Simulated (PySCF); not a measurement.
Estimate the missing entries of this data sheet.

Species: C4H8Se.
Cartesian coordinates in Å at the PBE0-D3(BJ)/def2-SVP level; atoms count from 1:
```xyz
13
C4H8Se angstrom
C     -2.5369    0.1937    0.4508
C     -1.5143   -0.8383    0.1148
C     -0.1921   -0.6494    0.0342
Se     0.6973    0.9975    0.3316
C      2.5010    0.3496    0.0274
H     -3.1098   -0.0915    1.3491
H     -2.0873    1.1802    0.6398
H     -3.2682    0.3095   -0.3667
H     -1.8822   -1.8516   -0.0863
H      0.4738   -1.4798   -0.2212
H      2.6095   -0.0291   -0.9976
H      2.7607   -0.4308    0.7550
H      3.1727    1.2072    0.1661
```

```tsv
property	level	value
point group	PBE0-D3(BJ)/def2-SVP	?
rotational constants A, B, C	PBE0-D3(BJ)/def2-SVP	8.674, 1.767, 1.496 GHz
dipole moment	CAM-B3LYP/def2-SVPD	?
HOMO energy	CAM-B3LYP/def2-SVPD	?
LUMO energy	CAM-B3LYP/def2-SVPD	0.95 eV
lowest singlet excitation	TDDFT CAM-B3LYP/def2-SVPD	?
strongest line among the 6 lowest singlet transitions	TDDFT CAM-B3LYP/def2-SVPD	?
static isotropic polarisability	CAM-B3LYP/def2-SVPD	?
electronic spatial extent ⟨r²⟩ about the centre of nuclear charge	CAM-B3LYP/def2-SVPD	818 bohr²
```

The electronic properties come from PySCF, for the isolated species, density fitting. Relativistic effects, spin–orbit coupling among them, are left out although an element past zinc is present.

(1) The lowest singlet excitation?

(2) The dipole moment?

(3) Give the static isotropic polarisability.

(4) The HOMO energy?

(5) Give the point group.

(6) What is the strongest line among the 6 lowest singlet transitions?

Results:

(1) 4.66 eV (266 nm, f = 0.001).

(2) 1.08 D.

(3) 81.2 au.

(4) -7.01 eV.

(5) Cs.

(6) S3 at 5.55 eV (223 nm, f = 0.252).

The principal polarisabilities are 59.5, 72.2 and 112.0 au; their mean is the isotropic value. The rotational constants make it an asymmetric top with κ = (2B − A − C)/(A − C) = -0.92, nearer the prolate limit (−1). No computed singlet falls in the visible range (750 to 380 nm, 1.65 to 3.26 eV); S1 lies 1.40 eV above its blue end. The dipole equals about 3.6 × 10⁻³⁰ C·m (1 D = 3.33564 × 10⁻³⁰ C·m). The largest Löwdin shares of the HOMO are 0.53 on Se4, 0.16 on C2, 0.15 on C3 and 0.07 on C5.

One conformer stands for the species.
